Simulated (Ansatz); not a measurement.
Basis sets compared for the cluster AgSn₂. The state is a doublet with charge 0. Geometry PBE-D4/def2-TZVP. Ansatz on 4 threads of Arm Neoverse V2 on a shared host; times are rough, and most runs start from earlier orbitals.

Cartesian coordinates in Å:
```
Ag 1.2674 -0.4861 -0.8395
Sn -1.4493 0.0861 -0.7205
Sn 0.1819 0.4000 1.5600
```

In the def2 sets Ag, Sn take a core potential; there is no spin–orbit coupling. The structure comes from a short search, and lower isomers may exist.

Binding counts from free atoms (Ag doublet, Sn triplet) in the same basis, without a counterpoise term.

| level | functions | energy (Eh) | HOMO (eV) | LUMO (eV) | binding per atom (eV) | wall time |
| --- | --- | --- | --- | --- | --- | --- |
| PBE-D4/def2-SVP | 83 | -575.6176 | -4.18 | -3.96 | 1.67 | 2.2 s |
| PBE-D4/def2-TZVP | 140 | -575.6688 | -4.21 | -3.96 | 1.69 | 3.9 s |
| r2SCAN-D4/def2-TZVP | 140 | -575.8551 | -4.35 | -3.75 | 1.61 | 15 s |
| PBE0-D4/def2-SVP | 83 | -575.6055 | -4.94 | -3.21 | 1.51 | 2.5 s |
| PBE0-D4/def2-TZVP | 140 | -575.6534 | -4.94 | -3.19 | 1.54 | 8 s |

Problem. Estimate the rows for PBE-D4/def2-TZVPD, r2SCAN-D4/def2-TZVPD, PBE0-D4/def2-TZVPD.

Solution. 
```csv
level,functions,energy (Eh),HOMO (eV),LUMO (eV),binding per atom (eV),wall time
PBE-D4/def2-TZVPD,152,-575.6692,-4.22,-3.97,1.69,6.5 s
r2SCAN-D4/def2-TZVPD,152,-575.8555,-4.35,-3.75,1.61,17 s
PBE0-D4/def2-TZVPD,152,-575.6537,-4.95,-3.20,1.54,10 s
```
